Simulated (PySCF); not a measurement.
## Electron correlation in Rb (rubidium, neutral)

[Kr] 5p1, 2P determinant (an excited configuration). Calculation: PySCF 2.14, in def2-TZVPPD with the def2 core potential (28 electrons) (6s4p3d1f, 40 functions); a scalar-relativistic core potential. Frozen: nothing; 9 electrons correlated.

```csv
level,correlation energy (mhartree)
CCSD,-98.85
(T),-1.69
CCSD(T),-100.54
```

Diagnostics: T1 = 0.010, D1 = 0.0367, largest double amplitude 0.029.

**Question.** Is a single reference adequate?

**Answer.** Yes, within this model without spin-orbit coupling: T1 lies below 0.03 and no double amplitude reaches 0.07.

The basis has no tight functions for the innermost shells, so their pair energies are far from complete.

This basis was not built for core-valence correlation, so the inner-shell part is incomplete.
